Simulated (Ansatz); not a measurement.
`C=C[SiH2][SiH3]` + H₂S → `C=C[SiH2]S` + SiH₄ at 298.15 K and 1 bar (cleavage of the Si–Si bond).

Program: Ansatz. Geometries: PBE0-D4/def2-TZVP. ΔE: electronic, gas phase. CCSD(T)/CBS adds triple-zeta CCSD(T) − MP2 to the extrapolated MP2 energy (def2 sets, frozen cores). This one scheme is used for every species. One conformer a species, not always the lowest.

| species | CCSD(T)/CBS energy (Eh) | H − E (kJ/mol) | S (J/(mol·K)) |
| --- | --- | --- | --- |
| `C=C[SiH2][SiH3]` | -659.04133 | 242.2 | 350.0 |
| H₂S | -398.97279 | 49.9 | 205.7 |
| `C=C[SiH2]S` | -766.57455 | 201.1 | 330.2 |
| SiH₄ | -291.46306 | 92.1 | 204.8 |

H − E and S are ideal-gas, rigid-rotor, harmonic terms from PBE0-D4/def2-TZVP, for one conformer and one mirror image of each species. 1 Eh = 2625.50 kJ/mol, R = 8.31446 J/(mol·K).

Problem. By hand: ΔE, ΔH, ΔS and ΔG.

Solution. ΔE = (-766.57455) + (-291.46306) − (-659.04133) − (-398.97279) = -0.02349 Eh = -61.7 kJ/mol. Δ(H − E) = 201.1 + 92.1 − 242.2 − 49.9 = 1.1, so ΔH = -60.6 kJ/mol. ΔS = 330.2 + 204.8 − 350.0 − 205.7 = -20.7 J/(mol·K). ΔG = -60.6 − 298.15 × (-20.7)/1000 = -54.4 kJ/mol.

Problem. By hand: the equilibrium constant, and the temperature at which ΔG would vanish if ΔH and ΔS stayed fixed.

Solution. log₁₀ K = −ΔG/(RT ln 10) = 9.5. ΔG = 0 at ΔH/ΔS = 2928 K, far beyond where these terms or the molecules hold.

ΔH outweighs TΔS. A doubt of 5 kJ/mol in ΔE shifts log₁₀ K by 0.9 here. Other conformers and mirror images would add mixing entropy, several J/(mol·K) or more a flexible species. These are equilibria of isolated gas molecules and say nothing of rates. Largest T1 diagnostic: 0.013 (customary marks: 0.02 for closed shells, 0.045 for open ones).
